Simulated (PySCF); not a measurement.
Species: C6H10O2 (charge -1 and doublet state).
Z-matrix (Å and degrees, GFN2-xTB geometry), rows numbered from 1:
```
C 
C   1  1.5262
C   2  1.5270  1  111.97
C   3  1.5301  2  109.47  1   177.20
C   4  1.5301  3  110.37  2   -56.93
O   5  1.2819  4  121.68  3  -163.86
O   5  1.5052  4  108.05  3    58.31
C   7  1.3795  5  110.77  4   -61.47
H   1  1.0904  2  110.59  3    58.45
H   1  1.0893  2  110.25  3   -61.30
H   1  1.0899  2  110.85  3   178.85
H   2  1.0971  1  109.07  3  -120.04
H   3  1.0947  2  108.98  1    57.64
H   3  1.0998  2  110.02  1   -60.43
H   4  1.1083  3  108.13  2    66.31
H   4  1.0940  3  110.42  2  -176.38
H   8  1.1107  2  107.96  1   -58.87
H   8  1.1033  2  109.44  1    58.17
```

The hyperfine couplings belong to this conformer and change with its torsions.

As a line formula: `C[C@@H]1CO[C](CC1)[O-]` [radical] (charge -1).

Theory: UKS B3LYP, pcH-1 on C H O, non-relativistic, mean-field spin-orbit, GIAO (PySCF). Whether the extra electron is bound in the gas phase wasn't checked; a finite basis holds it in any case. Couplings are sensitive to structure, and on GFN2-xTB geometries they can be far from those on DFT ones, by a factor of two or more for some ions and for spin on atoms past the first row. No stability test was run, so a lower SCF solution isn't excluded.

The isotropic 13C couplings are +222.8, +90.3, +34.9, +24.6, +5.5 MHz. Assign them to C2; C3; C4; C5; C8.

| site | a_iso (MHz) | ρ(0) (bohr⁻³) | position | distance from C5 (Å) | spin population | largest \|T\| (MHz) |
| --- | --- | --- | --- | --- | --- | --- |
| C2 | +5.5 | +0.0049 | 3 bonds from C5 | 2.91 | -0.01 | 1.0 |
| C3 | +34.9 | +0.0311 | 2 bonds from C5 | 2.51 | +0.01 | 1.5 |
| C4 | +90.3 | +0.0803 | 1 bond from C5 | 1.53 | -0.02 | 9.0 |
| C5 | +222.8 | +0.1981 | largest spin population | 0.00 | +0.53 | 90.2 |
| C8 | +24.6 | +0.0219 | 2 bonds from C5 | 2.38 | +0.01 | 1.9 |

The isotropic 17O couplings are -32.4, -12.4 MHz. Assign them to O6; O7.

| site | a_iso (MHz) | ρ(0) (bohr⁻³) | position | distance from C5 (Å) | spin population | largest \|T\| (MHz) |
| --- | --- | --- | --- | --- | --- | --- |
| O6 | -32.4 | +0.0534 | 1 bond from C5 | 1.28 | +0.28 | 102.7 |
| O7 | -12.4 | +0.0205 | 1 bond from C5 | 1.51 | +0.01 | 16.9 |

ρ(0) is the spin density at the nucleus and T the dipolar tensor; entries for several nuclei are means. The largest Mulliken spin populations are on C5 (+0.53), O6 (+0.28) and H15 (+0.10). The angles at C5 add up to 345.6°, so it is pyramidal.

Means are taken over nuclei equivalent by connectivity, which assumes that they swap fast.

C5, the radical centre as drawn in `C[C@H]1CC[C]([O-])OC1`, holds a spin population of +0.53 out of 1.

The run took 73 s wall (with the writing of density and orbital grids) on one thread of an Arm Neoverse V2, no GPU, shared host with 96 logical CPUs at a one-minute load of 18, and the process peaked at 0.97 GiB of memory.
